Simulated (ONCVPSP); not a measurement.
**Before and after: ONCV potential for silicon (Si)**

ONCVPSP 4.0.1 input, shortened (lines: element, Z, core and valence counts, functional; n l f; lmax; l rc ep ncon nbas qcut; lloc lpopt rc5 dvloc0; l nproj debl; icmod fcfact rcfact), PBEsol, scalar-relativistic:

```
  Si 14.00    3    1  -116133      upf
    1    0    2.00
    2    0    2.00
    2    1    6.00
    3    0    1.00
    2
    0    1.35    0.00    3    6    6.30
    1    1.35    0.18    3    8    5.20
    2    1.15    0.05    3    6    8.70
    4    1    0.80    0.00
    0    2    0.30
    1    2    3.00
    2    2    1.90
    3    2.75    1.80
```

In the s channel the program set the typed energies aside and used -1.446, 0.250 Ha. In the p channel the program set the typed energies aside and used 0.050, 3.050 Ha.

Change: s: rc 1.76.

Cutoffs: the cutoffs (Ha) at which the residual kinetic energy of the hardest occupied pseudo-wave falls to 1 and 0.1 mHa per electron; they do not see the model core or the augmentation charge, which bear on the density cutoff. Errors are all-electron minus pseudo energies relative to the spin-unpolarised reference configuration.

Question: What does the change do?

Answer: The potential gets softer (11 Ha and 33 Ha → 10 Ha and 13 Ha); the bound ghost in s disappears; the lowest positive-energy flag moves from none to s at 43.5 eV; the errors of the 4 common tests hardly move. A larger radius leaves more room for a smooth pseudo-wave, so fewer plane waves are needed.

| quantity | base | changed |
| --- | --- | --- |
| cutoff, loose | 11 Ha | 10 Ha |
| cutoff, tight | 33 Ha | 13 Ha |
| bound ghosts | s | none |
| GHOST(+) flags under 300 eV | none | s at 43.5 eV |
| error for 3s2 3p2, meV [ΔE -57.58 eV] | -427 | -419 |
| error for 3s2 3p1, meV [ΔE -49.86 eV] | -302 | -294 |
| error for 3s2, meV [ΔE -33.90 eV] | -150 | -144 |
| error for 3s1 3p3, meV [ΔE -50.78 eV] | -299 | -299 |
| p: phases at 1.37 bohr within 0.05 rad from the reference energy up to (Ha; the scan ends near 5) | to the end of the scan | to the end of the scan |
| d: phases at 1.17 bohr within 0.05 rad from the reference energy up to (Ha; the scan ends near 5) | to the end of the scan | to the end of the scan |
| rms error of d²Exc/dni dnj with the model core, mHa | 19.85 | 19.40 |

 A true bound ghost makes a file unfit for plane-wave use even where its test errors are small: the radial tests pick states by their node count and pass the ghost by.
